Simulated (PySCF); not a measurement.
Al(Me)(Et)(OH) (C3H9AlO), SMILES C[CH2][Al]([CH3])[OH].

Geometry optimised at r2SCAN-D4/def2-SVP. The structure was generated by enumeration; whether it is a known compound was not checked. Other conformers were not sampled.

Two levels are set side by side: TDA-PBE/def2-SVPD (PySCF) and TDA-CAM-B3LYP/def2-SVPD (PySCF). Vertical, same geometry. The lowest singlet is HOMO→LUMO 98 % with PBE and HOMO→LUMO+1 98 % with the other functional; states are paired by order. Differences are taken from unrounded values.

```tsv
quantity	TDA-CAM-B3LYP
lowest singlet excitation (eV)	6.07
lowest triplet excitation (TDA) (eV)	5.75
first bright state (f over 0.05) (eV)	6.23
its oscillator strength	0.08
```

Problem. What does TDA-PBE give, and how far is it from TDA-CAM-B3LYP? (Estimate from the structure and the level; the computed values follow.)

Solution. 
| quantity | TDA-PBE | TDA-PBE minus TDA-CAM-B3LYP |
|---|---|---|
| lowest singlet excitation (eV) | 5.28 | -0.79 |
| lowest triplet excitation (TDA) (eV) | 4.97 | -0.77 |
| first bright state (f over 0.05) (eV) | 5.28 | -0.95 |
| its oscillator strength | 0.05 | -0.02 |

A lower first singlet is the usual sign of a functional without exact exchange. Differences between two approximate levels are no errors against the true value.

Rough cost on one machine, each run with all the roots and properties that it gave: TDA-CAM-B3LYP against TDA-PBE about 4 times.
